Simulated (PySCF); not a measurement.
# Diatomics with 94 electrons

PBE0 in PySCF with def2-SVPD on every atom (core potentials on Hg, Pb, Bi), for the lowest determinant that a PBE0 search found; no spin–orbit coupling. All have 94 electrons, 6 of them in the valence shells, and the same state, a triplet (π ↑↑). For ions De leads to the atom and ion picked by measured ionisation energies and electron affinities.

| species | difference of nuclear charges | Re (Å) | ωe (cm⁻¹) | k (mdyn/Å) | De (eV) | dissociates to |
| --- | --- | --- | --- | --- | --- | --- |
| SiHg | 66 | 2.580 | 202 | 0.590 | 0.60 | Si + Hg |
| MgPb | 70 | 2.830 | 203 | 0.520 | 0.86 | Mg + Pb |
| NaBi | 72 | 2.990 | 188 | 0.429 | 1.12 | Na + Bi |
| HgP⁺ | 65 | 2.464 | 261 | 1.08 | 2.36 | Hg⁺ + P |
| MgBi⁺ | 71 | 2.835 | 223 | 0.631 | n/a | Mg + Bi⁺ |

(1) Which member of the whole set has the stiffest bond, and how does it compare with the softest?

Spin–orbit coupling is left out, which matters for elements this heavy, above all for dissociation energies. For an ion De counts to the pair picked by the measured ionisation energies or electron affinities, which need not be the lowest pair at this level. States were picked by a PBE0 search and need not be the measured ground states.

## Answers

(1) HgP⁺ with k = 1.08 mdyn/Å, 2.5 times that of NaBi.
